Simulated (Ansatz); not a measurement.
Molecule: CH3AlBr2O, net charge 0, singlet state. 
Coordinates optimised at B3LYP-D3(BJ)/def2-TZVP (Ansatz, an electronic-structure program):
SMILES: C[O][Al]([Br])[Br]
```xyz
8

C     -3.1326    -0.6267     0.2400
O     -2.0496     0.2416    -0.0232
Al    -0.3858     0.1167    -0.0241
Br     0.8366     1.9165    -0.5478
Br     0.6063    -1.8347     0.4944
H     -2.7969    -1.6319     0.5108
H     -3.7658    -0.6965    -0.6471
H     -3.7294    -0.2241     1.0612
```
Charge 0, spin multiplicity 1.

Computed values are from Ansatz. Valence correlation only, unless marked. UHF or UKS for open shells. No spin-orbit coupling. The frozen core is the preceding noble-gas configuration, with the filled d and f shells of earlier blocks. Non-relativistic. CBS marks a two-point X^-3 extrapolation of the correlation energy; Hartree-Fock from the larger set.

**Question.** What is the total energy at CCSD(T)/CBS(def2-TZVPPD,def2-QZVPPD)?

**Answer.** -5502.5881 Eh.

**Question.** What is the T1 diagnostic at CCSD/def2-QZVPPD?

**Answer.** 0.011.

**Question.** What is the dipole moment at CCSD(T)/def2-SVPD?

**Answer.** 1.71 D.

**Question.** What is the atomisation energy De at CCSD(T)/CBS(def2-TZVPPD,def2-QZVPPD)?

**Answer.** 684.8 kcal/mol.
